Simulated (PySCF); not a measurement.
**Property card for `c1[n+](CC)c(C=C)oc1`**

Compound: C7H10NO (charge +1).
SMILES with atom numbers: `[CH2:1]=[CH:2][c:3]1[o:4][cH:5][cH:6][n+:7]1[CH2:8][CH3:9]` (hydrogens: H10, H11 on C1; H12 on C2; H13 on C5; H14 on C6; H15, H16 on C8; H17, H18, H19 on C9)

Structure used (PBE0-D3(BJ)/def2-SVP), in Å, numbered top down from 1:
```
atom  x, y, z in Å
C1     2.9073   -1.4530   -0.1242
C2     1.6668   -1.1787   -0.5560
C3     0.9999    0.0540   -0.2361
O4     1.5703    0.9937    0.4906
C5     0.6992    2.0273    0.6267
C6    -0.4333    1.7114   -0.0357
N7    -0.2201    0.4549   -0.5830
C8    -1.2121   -0.3108   -1.3488
C9    -2.0462   -1.2190   -0.4680
H10    3.4716   -0.7505    0.4953
H11    3.3876   -2.3985   -0.3853
H12    1.1099   -1.8894   -1.1700
H13    1.0272    2.8882    1.2028
H14   -1.3614    2.2607   -0.1744
H15   -1.8324    0.4301   -1.8718
H16   -0.6682   -0.8691   -2.1233
H17   -2.7809   -1.7501   -1.0895
H18   -2.5977   -0.6473    0.2924
H19   -1.4265   -1.9714    0.0418
```

Among its groups: C=C double bond and aromatic ring with oxygen.

PBE0-D3(BJ)/def2-SVP geometry optimisation, gas phase (PySCF):

| Quantity | Value |
| --- | --- |
| Point group | C1 |
| Rotational constants A, B, C | 2.191, 1.576, 0.986 GHz |

wB97X-D/def2-SVPD ground state and vertical TDDFT (core frozen in the response) (PySCF):

| Item | Value |
| --- | --- |
| HOMO energy | -13.58 eV |
| LUMO energy | -4.77 eV |
| HOMO–LUMO gap | 8.81 eV |
| Lowest singlet excitation | 5.04 eV (246 nm, f = 0.436) |
| Strongest line among the 6 lowest singlet transitions | S1 at 5.04 eV (246 nm, f = 0.436) |
| Static isotropic polarisability | 90.4 au |
| Electronic spatial extent ⟨r²⟩ about the centre of nuclear charge | 1203 bohr² |

Monoisotopic mass of the ion (most abundant isotopes, electron mass counted): 124.0757 u.

In wavenumbers S1 is 40600 cm⁻¹ (1 eV = 8065.54 cm⁻¹). With B = h/(8π²I), that is 505.379 GHz u Å² over I, the principal moments of inertia are 230.7, 320.7 and 512.7 u Å² (most abundant isotopes); the inertial defect Ic − Ia − Ib is -38.7 u Å² (zero for a rigid planar frame, negative otherwise). No computed singlet falls in the visible range (750 to 380 nm, 1.65 to 3.26 eV); S1 lies 1.78 eV above its blue end. The polarisability is 13.40 Å³ as a volume (1 au = 0.148185 Å³), or 1.37 au for each of the 66 electrons. S1 lies 3.77 eV below the HOMO–LUMO gap; its leading configuration is HOMO→LUMO, weight 0.97.

For the TDDFT job (wB97X-D/def2-SVPD), hardware: Arm Neoverse V1, one thread, on a shared host. Cost: 77 s wall.

One conformer stands for the species.
